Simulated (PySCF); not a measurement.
C2H5AlF2 (SMILES C[CH2][Al]([F])[F]), singlet, at a GFN2-xTB geometry (such geometries of metal compounds can be far from the true shape). Base run: PySCF with CCSD(T)/cc-pVDZ.

PySCF was given this input:
```python
from pyscf import gto, scf, cc

mol = gto.Mole()
mol.atom = '''
    Al    0.178713    0.156070    0.519070
    F     0.376616   -1.416126    0.980895
    F     0.563940    1.275851    1.668728
    C    -0.479972    0.611937   -1.304518
    C    -0.729478   -0.658694   -2.122130
    H     0.242650    1.254091   -1.817439
    H    -1.398956    1.202437   -1.237542
    H    -1.468123   -1.292894   -1.635804
    H     0.185515   -1.238859   -2.224563
    H    -1.092656   -0.410671   -3.119280
'''
mol.basis = 'cc-pvdz'
mol.charge = 0
mol.spin = 0
mol.verbose = 4
mol.max_memory = 1800
mol.build()

mf = scf.RHF(mol)
mf.kernel()

mycc = cc.CCSD(mf, frozen=9)
mycc.kernel()
et = mycc.ccsd_t()
print('E(CCSD(T)) = %.10f' % (mycc.e_tot + et))
```

Variants of this job, named by their change:

```csv
change,ΔE vs base (mEh),MP2 correlation (Eh),CC correlation without the perturbative part (Eh),basis functions,core-seconds (rough)
base,0.000,-0.72553,-0.76085,99,40
method = cisd,128.7,-,-,99,20
method = ccsd,15.886,-0.72553,-0.76085,99,30
method = mp2,51.208,-0.72553,-,99,3
```
